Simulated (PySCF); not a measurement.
C₄H₅Si, SMILES [SiH]1C=CC=C1, multiplicity 2.

The structure is a stationary point at PBE-D3(BJ)/def2-SVP. The geometry has at least one imaginary mode, so it is a saddle point at that level. The isomer is the one that the SMILES or the coordinates give; other isomers of the formula were not compared.

Two levels are set side by side: PBE/def2-TZVP (PySCF) and r2SCAN/def2-TZVP (PySCF). Same geometry, gas phase. Differences are taken from unrounded values.

```tsv
quantity	PBE
α-spin orbital gap (eV)	3.62
β-spin orbital gap (eV)	1.80
dipole moment (D)	0.27
mean polarisability (bohr³)	73.5
```

Q: These are the PBE values. What does r2SCAN give? (The exact figures need the calculation; the answer reports its results.)

A: 
| quantity | r2SCAN | PBE minus r2SCAN |
|---|---|---|
| α-spin orbital gap (eV) | 4.06 | -0.44 |
| β-spin orbital gap (eV) | 2.26 | -0.46 |
| dipole moment (D) | 0.22 | 0.05 |
| mean polarisability (bohr³) | 72.8 | 0.7 |

Rough cost on one machine, each run with all the roots and properties that it gave: r2SCAN against PBE about 3 times.
